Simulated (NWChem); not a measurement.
System: CF₃GeNO; SMILES [F][Ge]([N]=C=O)([F])[F]

The following NWChem deck was run.

```
start job
memory heap 200 mb stack 900 mb global 1100 mb
geometry units angstroms noautoz
  O      3.306892    -0.596106    -0.136759
  C      2.206689    -0.435474     0.224186
  N      1.094499    -0.285874     0.703214
  Ge    -0.527248     0.093667     0.032137
  F     -0.478390     1.415756    -1.061251
  F     -1.199578    -1.246601    -0.800262
  F     -1.576470     0.498229     1.319699
end
basis spherical
  O library def2-svp
  C library def2-svp
  N library def2-svp
  Ge library def2-svp
  F library def2-svp
end
dft
  xc r2scan
  iterations 150
  grid coarse
end
task dft gradient
```

Output (shortened):

```
             Northwest Computational Chemistry Package (NWChem) 7.3.0
             --------------------------------------------------------

 C1  symmetry detected

                             Geometry "geometry" -> ""
                             -------------------------

 Output coordinates in angstroms (scale by  1.889725989 to convert to a.u.)

  No.       Tag          Charge          X              Y              Z
 ---- ---------------- ---------- -------------- -------------- --------------
    1 O                    8.0000    -0.11417996     3.34621471    -0.00320472
    2 C                    6.0000     0.23585551     2.23086637    -0.00515791
    3 N                    7.0000     0.70456429     1.10431339    -0.00740735
    4 Ge                  32.0000     0.00906739    -0.55118683     0.00047470
    5 F                    9.0000    -1.22040835    -0.72748769     1.18500463
    6 F                    9.0000    -0.66929038    -0.96221412    -1.52009143
    7 F                    9.0000     1.25372097    -1.67109055     0.34544751

 Effective nuclear repulsion energy (a.u.)     584.6246008889

                                 NWChem DFT Module
                                 -----------------

 Summary of "ao basis" -> "ao basis" (spherical)
 ------------------------------------------------------------------------------
       Tag                 Description            Shells   Functions and Types
 ---------------- ------------------------------  ------  ---------------------
 O                          def2-svp                 6       14   3s2p1d
 C                          def2-svp                 6       14   3s2p1d
 N                          def2-svp                 6       14   3s2p1d
 Ge                         def2-svp                12       32   5s4p3d
 F                          def2-svp                 6       14   3s2p1d

            General Information
            -------------------
          SCF calculation type: DFT
          Wavefunction type:  closed shell.
          No. of atoms     :     7
          No. of electrons :    80
           Alpha electrons :    40
            Beta electrons :    40
          Charge           :     0
          Spin multiplicity:     1
          Use of symmetry is: off; symmetry adaption is: off
          Maximum number of iterations: 150
          AO basis - number of functions:   116
                     number of shells:    48
          Convergence on energy requested:  1.00D-06
          Convergence on density requested:  1.00D-05
          Convergence on gradient requested:  5.00D-04

              XC Information
              --------------
                      r^2SCAN Method XC Functional
               r^2SCAN metaGGA Exchange Functional  1.000
                     r^2SCAN Correlation Potential  1.000

             Grid Information
             ----------------
          Grid used for XC integration:  coarse
          Radial quadrature: Mura-Knowles
          Angular quadrature: Lebedev.
          Tag              B.-S. Rad. Rad. Pts. Rad. Cut. Ang. Pts.
          ---              ---------- --------- --------- ---------
          O                   0.60       35          11.0       302
          C                   0.70       35           9.0       302
          N                   0.65       35           7.0       302
          Ge                  1.25       95           8.0       302
          F                   0.50       35          10.0       302
          Grid pruning is: on
          Number of quadrature shells:   305
          Spatial weights used:  Erf1

      Superposition of Atomic Density Guess
      -------------------------------------

 Sum of atomic energies:       -2539.48117046

      Non-variational initial energy
      ------------------------------

 Total energy =   -2541.206841
 1-e energy   =   -4705.391453
 2-e energy   =    1579.560011
 HOMO         =      -0.392315
 LUMO         =      -0.023239

   convergence    iter        energy       DeltaE   RMS-Dens  Diis-err
 ---------------- ----- ----------------- --------- --------- ---------
 d= 0,ls=0.0,diis     1  -2543.6970129092 -3.13D+03  2.26D-02  1.88D+00
 d= 0,ls=0.0,diis     2  -2543.0823292104  6.15D-01  1.45D-02  8.97D+00
 d= 0,ls=0.0,diis     3  -2543.8500410931 -7.68D-01  5.06D-03  6.26D-01
 d= 0,ls=0.0,diis     4  -2543.9002897824 -5.02D-02  1.88D-03  1.57D-01
 d= 0,ls=0.0,diis     5  -2543.9175555397 -1.73D-02  2.63D-04  2.16D-03
  Resetting Diis
 d= 0,ls=0.0,diis     6  -2543.9176893985 -1.34D-04  1.08D-04  5.41D-04
 d= 0,ls=0.0,diis     7  -2543.9177383286 -4.89D-05  5.31D-05  1.98D-05
 d= 0,ls=0.0,diis     8  -2543.9177332009  5.13D-06  3.62D-05  7.60D-05
 d= 0,ls=0.0,diis     9  -2543.9177399253 -6.72D-06  7.71D-06  1.74D-06
 d= 0,ls=0.0,diis    10  -2543.9177400530 -1.28D-07  2.57D-06  3.32D-07

         Total DFT energy =    -2543.917740052952
      One electron energy =    -4703.481728934446
           Coulomb energy =     1706.180259828557
    Exchange-Corr. energy =     -131.240871835976
 Nuclear repulsion energy =      584.624600888913

 Numeric. integr. density =       80.000195485922

                       DFT Final Molecular Orbital Analysis
                       ------------------------------------

 Vector   38  Occ=2.000000D+00  E=-3.887267D-01
              MO Center= -1.9D-01, -1.1D+00, -2.2D-02, r^2= 3.0D+00
   Bfn.  Coefficient  Atom+Function         Bfn.  Coefficient  Atom+Function
  ----- ------------  ---------------      ----- ------------  ---------------
   108      0.388992  7 F  pz                92      0.354363  6 F  px
   111     -0.274865  7 F  pz                78     -0.263592  5 F  px
    80     -0.262162  5 F  pz                95     -0.250557  6 F  px
    81      0.186781  5 F  px                83      0.185945  5 F  pz
    93     -0.130846  6 F  py                94     -0.118967  6 F  pz

 Vector   39  Occ=2.000000D+00  E=-3.329653D-01
              MO Center=  3.8D-01,  1.8D+00,  5.5D-03, r^2= 2.7D+00
   Bfn.  Coefficient  Atom+Function         Bfn.  Coefficient  Atom+Function
  ----- ------------  ---------------      ----- ------------  ---------------
    32      0.434423  3 N  px                 4      0.379370  1 O  px
    35     -0.329675  3 N  px                 7      0.269486  1 O  px
    30     -0.136078  3 N  s                  5      0.133694  1 O  py
    79      0.116924  5 F  py                31     -0.114412  3 N  s
    93      0.096007  6 F  py                 8      0.088405  1 O  py

 Vector   40  Occ=2.000000D+00  E=-3.228175D-01
              MO Center=  3.3D-01,  1.8D+00, -1.7D-02, r^2= 2.4D+00
   Bfn.  Coefficient  Atom+Function         Bfn.  Coefficient  Atom+Function
  ----- ------------  ---------------      ----- ------------  ---------------
    34      0.460397  3 N  pz                 6      0.412064  1 O  pz
    37     -0.358461  3 N  pz                 9      0.291878  1 O  pz
    93      0.085532  6 F  py                20     -0.072166  2 C  pz
    96     -0.064288  6 F  py                78     -0.063935  5 F  px
    79     -0.057119  5 F  py                92      0.056617  6 F  px

 Vector   41  Occ=0.000000D+00  E=-8.744916D-02
              MO Center= -1.2D-02,  8.2D-02,  1.2D-03, r^2= 3.8D+00
   Bfn.  Coefficient  Atom+Function         Bfn.  Coefficient  Atom+Function
  ----- ------------  ---------------      ----- ------------  ---------------
    46      0.851739  4 Ge s                 47      0.549604  4 Ge s
    45     -0.437361  4 Ge s                 31     -0.377922  3 N  s
    18      0.294838  2 C  px                77     -0.221484  5 F  s
    30     -0.215564  3 N  s                 91     -0.214569  6 F  s
    94      0.214096  6 F  pz                 4     -0.197975  1 O  px

 Vector   42  Occ=0.000000D+00  E=-3.197227D-02
              MO Center=  2.4D-01,  1.5D+00, -5.2D-03, r^2= 3.3D+00
   Bfn.  Coefficient  Atom+Function         Bfn.  Coefficient  Atom+Function
  ----- ------------  ---------------      ----- ------------  ---------------
    20      0.548192  2 C  pz                23      0.486758  2 C  pz
     9     -0.341416  1 O  pz                 6     -0.337235  1 O  pz
    59     -0.337447  4 Ge pz                56     -0.262825  4 Ge pz
    37     -0.258565  3 N  pz                34      0.208027  3 N  pz
    53      0.126747  4 Ge pz                91     -0.123471  6 F  s

 Vector   43  Occ=0.000000D+00  E=-2.623982D-02
              MO Center=  1.1D-01,  1.4D+00,  9.4D-03, r^2= 3.7D+00
   Bfn.  Coefficient  Atom+Function         Bfn.  Coefficient  Atom+Function
  ----- ------------  ---------------      ----- ------------  ---------------
    47      0.618687  4 Ge s                 17      0.520920  2 C  s
    18     -0.461506  2 C  px                21     -0.398710  2 C  px
    35      0.359162  3 N  px                31     -0.351750  3 N  s
    32     -0.290124  3 N  px                 4      0.269857  1 O  px
     7      0.265837  1 O  px                55     -0.242931  4 Ge py

     Multipole analysis of the density
     ---------------------------------

[...]

                         DFT ENERGY GRADIENTS

    atom               coordinates                        gradient
                 x          y          z           x          y          z
   1 O      -0.215769   6.323429  -0.006056   -0.002913   0.009393   0.000004
   2 C       0.445702   4.215726  -0.009747    0.001674  -0.010623  -0.000017
   3 N       1.331433   2.086850  -0.013998    0.005068   0.006135  -0.000044
   4 Ge      0.017135  -1.041592   0.000897   -0.001969   0.000089  -0.000101
   5 F      -2.306237  -1.374752   2.239334   -0.003841  -0.000774   0.003932
   6 F      -1.264775  -1.818321  -2.872556   -0.001932  -0.001265  -0.004789
   7 F       2.369189  -3.157903   0.652801    0.003913  -0.002956   0.001014
```

Level: r2SCAN/def2-SVP. Structure relaxed at the B3LYP/6-31G* (spherical d) level.
